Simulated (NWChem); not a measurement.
System: Si$_{3}$H$_{7}$, doublet; SMILES [SiH2][SiH2][SiH3]

Excerpt of the output:

```
             Northwest Computational Chemistry Package (NWChem) 7.3.0
             --------------------------------------------------------

 C1  symmetry detected

                             Geometry "geometry" -> ""
                             -------------------------

 Output coordinates in angstroms (scale by  1.889725989 to convert to a.u.)

  No.       Tag          Charge          X              Y              Z
 ---- ---------------- ---------- -------------- -------------- --------------
    1 Si                  14.0000     0.43463604    -1.94994494     0.04306016
    2 Si                  14.0000    -0.83161881    -0.05702182    -0.02531615
    3 Si                  14.0000     0.39998975     1.89730600     0.02155749
    4 H                    1.0000    -0.13287601    -3.27896328     0.28339299
    5 H                    1.0000     1.48430820    -2.16059440    -0.95692551
    6 H                    1.0000    -1.80846339     0.02768346    -1.13634784
    7 H                    1.0000    -1.71142492    -0.12885849     1.15827375
    8 H                    1.0000    -0.35431682     3.06033266     0.49189020
    9 H                    1.0000     0.92325321     2.24876538    -1.30037668
   10 H                    1.0000     1.55742205     1.76688530     0.90987215

 Effective nuclear repulsion energy (a.u.)     184.9138950284

                                Z-matrix (autoz)
                                --------

 Units are Angstrom for bonds and degrees for angles

      Type          Name      I     J     K     L     M      Value
      ----------- --------  ----- ----- ----- ----- ----- ----------
    1 Stretch                  1     2                       2.27843
    2 Stretch                  1     4                       1.46496
    3 Stretch                  1     5                       1.46498
    4 Stretch                  2     3                       2.31051
    5 Stretch                  2     6                       1.48182
    6 Stretch                  2     7                       1.47652
    7 Stretch                  3     8                       1.46384
    8 Stretch                  3     9                       1.46453
    9 Stretch                  3    10                       1.46484
   10 Bend                     1     2     3               113.94594
   11 Bend                     1     2     6               115.87177
   12 Bend                     1     2     7               105.46679
   13 Bend                     2     1     4               122.91087
   14 Bend                     2     1     5               119.81383
   15 Bend                     2     3     8               113.82028
   16 Bend                     2     3     9               112.03222
   17 Bend                     2     3    10               110.98821
   18 Bend                     3     2     6               108.55738
   19 Bend                     3     2     7               110.03013
   20 Bend                     4     1     5               105.01693
   21 Bend                     6     2     7               102.18104
   22 Bend                     8     3     9               106.46691
   23 Bend                     8     3    10               106.44222
   24 Bend                     9     3    10               106.64465
   25 Torsion                  1     2     3     8        -157.58211
   26 Torsion                  1     2     3     9          81.55916
   27 Torsion                  1     2     3    10         -37.53228
   28 Torsion                  3     2     1     4         167.82221
   29 Torsion                  3     2     1     5         -55.57758
   30 Torsion                  4     1     2     6         -65.13665
   31 Torsion                  4     1     2     7          47.04269
   32 Torsion                  5     1     2     6          71.46357
   33 Torsion                  5     1     2     7        -176.35709
   34 Torsion                  6     2     3     8          71.67028
   35 Torsion                  6     2     3     9         -49.18845
   36 Torsion                  6     2     3    10        -168.27989
   37 Torsion                  7     2     3     8         -39.38644
   38 Torsion                  7     2     3     9        -160.24516
   39 Torsion                  7     2     3    10          80.66340

  pbe96 is a nonlocal functional; adding pw91lda local functional.

                           NWChem Geometry Optimization
                           ----------------------------

 maximum gradient threshold         (gmax) =   0.000450
 rms gradient threshold             (grms) =   0.000300
 maximum cartesian step threshold   (xmax) =   0.001800
 rms cartesian step threshold       (xrms) =   0.001200
 fixed trust radius                (trust) =   0.300000
 source of zmatrix                         =   autoz

          -------------------
          Energy Minimization
          -------------------

 Using diagonal initial Hessian
 Scaling for Hessian diagonals: bonds = 1.00  angles = 0.25  torsions = 0.10

          --------
          Step   0

                                 NWChem DFT Module
                                 -----------------

 Summary of "ao basis" -> "ao basis" (spherical)
 ------------------------------------------------------------------------------
       Tag                 Description            Shells   Functions and Types
 ---------------- ------------------------------  ------  ---------------------
 Si                         def2-svp                 8       18   4s3p1d
 H                          def2-svp                 3        5   2s1p

            General Information
            -------------------
          SCF calculation type: DFT
          Wavefunction type:  spin polarized.
          No. of atoms     :    10
          No. of electrons :    49
           Alpha electrons :    25
            Beta electrons :    24
          Charge           :     0
          Spin multiplicity:     2
          Use of symmetry is: off; symmetry adaption is: off
          Maximum number of iterations: 150
          AO basis - number of functions:    89
                     number of shells:    45
          Convergence on energy requested:  1.00D-06
          Convergence on density requested:  1.00D-05
          Convergence on gradient requested:  5.00D-04

              XC Information
              --------------
          PerdewBurkeErnzerhof Exchange Functional  1.000
            Perdew 1991 LDA Correlation Functional  1.000 local
           PerdewBurkeErnz. Correlation Functional  1.000 non-local

             Grid Information
             ----------------
          Grid used for XC integration:  medium
          Radial quadrature: Mura-Knowles
          Angular quadrature: Lebedev.
          Tag              B.-S. Rad. Rad. Pts. Rad. Cut. Ang. Pts.
          ---              ---------- --------- --------- ---------
          Si                  1.10       88          12.0       590
          H                   0.35       45          14.0       434
          Grid pruning is: on
          Number of quadrature shells:   579
          Spatial weights used:  Erf1

      Superposition of Atomic Density Guess
      -------------------------------------

 Sum of atomic energies:        -869.71058606

      Non-variational initial energy
      ------------------------------

[...]

      ----------------------
      Optimization converged
      ----------------------

  Step       Energy      Delta E   Gmax     Grms     Xrms     Xmax
  ---- ---------------- -------- -------- -------- -------- --------
@   21    -871.88001473 -7.5D-08  0.00002  0.00001  0.00051  0.00110
                                     ok       ok       ok       ok

                                Z-matrix (autoz)
                                --------

 Units are Angstrom for bonds and degrees for angles

      Type          Name      I     J     K     L     M      Value     Gradient
      ----------- --------  ----- ----- ----- ----- ----- ---------- ----------
    1 Stretch                  1     2                       2.34144   -0.00001
    2 Stretch                  1     4                       1.50778    0.00002
    3 Stretch                  1     5                       1.50755    0.00001
    4 Stretch                  2     3                       2.35699   -0.00002
    5 Stretch                  2     6                       1.51215    0.00000
    6 Stretch                  2     7                       1.50766    0.00000
    7 Stretch                  3     8                       1.50569   -0.00000
    8 Stretch                  3     9                       1.50562   -0.00002
    9 Stretch                  3    10                       1.50510   -0.00002
   10 Bend                     1     2     3               109.69941    0.00002
   11 Bend                     1     2     6               112.08889   -0.00001
   12 Bend                     1     2     7               108.34564   -0.00001
   13 Bend                     2     1     4               115.30601   -0.00001
   14 Bend                     2     1     5               113.91538   -0.00000
   15 Bend                     2     3     8               110.70519   -0.00002
   16 Bend                     2     3     9               109.91254    0.00001
   17 Bend                     2     3    10               109.98329    0.00001
   18 Bend                     3     2     6               109.35854   -0.00000
   19 Bend                     3     2     7               109.61352   -0.00000
   20 Bend                     4     1     5               110.02189    0.00001
   21 Bend                     6     2     7               107.68631    0.00000
   22 Bend                     8     3     9               108.68629    0.00000
   23 Bend                     8     3    10               108.86510    0.00000
   24 Bend                     9     3    10               108.64341   -0.00000
   25 Torsion                  1     2     3     8         179.26996    0.00000
   26 Torsion                  1     2     3     9          59.19019    0.00000
   27 Torsion                  1     2     3    10         -60.38157   -0.00000
   28 Torsion                  3     2     1     4         175.58327    0.00000
   29 Torsion                  3     2     1     5         -55.81006   -0.00000
   30 Torsion                  4     1     2     6         -62.72975    0.00001
   31 Torsion                  4     1     2     7          55.95577    0.00000
   32 Torsion                  5     1     2     6          65.87692    0.00000
   33 Torsion                  5     1     2     7        -175.43756   -0.00000
   34 Torsion                  6     2     3     8          55.96116   -0.00000
   35 Torsion                  6     2     3     9         -64.11861    0.00000
   36 Torsion                  6     2     3    10         176.30963   -0.00000
   37 Torsion                  7     2     3     8         -61.88158    0.00000
   38 Torsion                  7     2     3     9         178.03865    0.00000
   39 Torsion                  7     2     3    10          58.46689   -0.00000

                         Geometry "geometry" -> "geometry"
                         ---------------------------------

 Output coordinates in angstroms (scale by  1.889725989 to convert to a.u.)

  No.       Tag          Charge          X              Y              Z
 ---- ---------------- ---------- -------------- -------------- --------------
    1 Si                  14.0000     0.51393502    -1.95003991    -0.00783248
    2 Si                  14.0000    -0.87537015    -0.06864879     0.10408104
    3 Si                  14.0000     0.43324722     1.89051661     0.03620372
    4 H                    1.0000    -0.18681284    -3.27786136     0.13092327
    5 H                    1.0000     1.42164418    -1.96873393    -1.21133011
    6 H                    1.0000    -1.88278720    -0.03783324    -1.02320254
    7 H                    1.0000    -1.64135644    -0.12090269     1.40160343
    8 H                    1.0000    -0.43992890     3.11603139     0.08898807
    9 H                    1.0000     1.23785576     1.92592743    -1.23589735
   10 H                    1.0000     1.38048265     1.91713437     1.20554351

 Effective nuclear repulsion energy (a.u.)     181.7170366681

                Final and change from initial internal coordinates
                --------------------------------------------------

                                Z-matrix (autoz)
                                --------

 Units are Angstrom for bonds and degrees for angles

      Type          Name      I     J     K     L     M      Value       Change
      ----------- --------  ----- ----- ----- ----- ----- ---------- ----------
    1 Stretch                  1     2                       2.34144    0.06301
    2 Stretch                  1     4                       1.50778    0.04282
    3 Stretch                  1     5                       1.50755    0.04257
    4 Stretch                  2     3                       2.35699    0.04648
    5 Stretch                  2     6                       1.51215    0.03033
    6 Stretch                  2     7                       1.50766    0.03114
    7 Stretch                  3     8                       1.50569    0.04185
    8 Stretch                  3     9                       1.50562    0.04109
    9 Stretch                  3    10                       1.50510    0.04026
   10 Bend                     1     2     3               109.69941   -4.24652
   11 Bend                     1     2     6               112.08889   -3.78288
   12 Bend                     1     2     7               108.34564    2.87885
   13 Bend                     2     1     4               115.30601   -7.60486
   14 Bend                     2     1     5               113.91538   -5.89845
   15 Bend                     2     3     8               110.70519   -3.11509
   16 Bend                     2     3     9               109.91254   -2.11967
   17 Bend                     2     3    10               109.98329   -1.00492
   18 Bend                     3     2     6               109.35854    0.80115
   19 Bend                     3     2     7               109.61352   -0.41661
   20 Bend                     4     1     5               110.02189    5.00495
   21 Bend                     6     2     7               107.68631    5.50527
   22 Bend                     8     3     9               108.68629    2.21938
   23 Bend                     8     3    10               108.86510    2.42288
   24 Bend                     9     3    10               108.64341    1.99877
   25 Torsion                  1     2     3     8         179.26996  -23.14792
   26 Torsion                  1     2     3     9          59.19019  -22.36896
   27 Torsion                  1     2     3    10         -60.38157  -22.84929
   28 Torsion                  3     2     1     4         175.58327    7.76106
   29 Torsion                  3     2     1     5         -55.81006   -0.23249
   30 Torsion                  4     1     2     6         -62.72975    2.40689
   31 Torsion                  4     1     2     7          55.95577    8.91308
   32 Torsion                  5     1     2     6          65.87692   -5.58666
   33 Torsion                  5     1     2     7        -175.43756    0.91953
   34 Torsion                  6     2     3     8          55.96116  -15.70912
   35 Torsion                  6     2     3     9         -64.11861  -14.93016
   36 Torsion                  6     2     3    10         176.30963  -15.41048
   37 Torsion                  7     2     3     8         -61.88158  -22.49514
   38 Torsion                  7     2     3     9         178.03865  -21.71619
   39 Torsion                  7     2     3    10          58.46689  -22.19651

[...]
```

Level: PBE/def2-SVP, spin-unrestricted. No stability test was run on the SCF state.

Q: Reconstruct the input file.

A: This is not unique; one that fits is the input that was run:
```
start job
memory heap 200 mb stack 900 mb global 1100 mb
geometry units angstroms
  Si     1.912937     0.509347     0.090751
  Si     0.055979    -0.685014    -0.471782
  Si    -1.907548     0.170827     0.394562
  H      3.274231     0.013176    -0.125611
  H      1.977927     1.940956    -0.213269
  H     -0.137277    -0.936276    -1.919301
  H      0.289224    -2.045590     0.052178
  H     -2.987990    -0.811883     0.493296
  H     -2.426357     1.278725    -0.410570
  H     -1.699745     0.695778     1.746230
end
basis spherical
  * library def2-svp
end
dft
  odft
  mult 2
  xc xpbe96 cpbe96
  iterations 150
end
driver
  maxiter 150
  linopt 0
end
task dft optimize
```
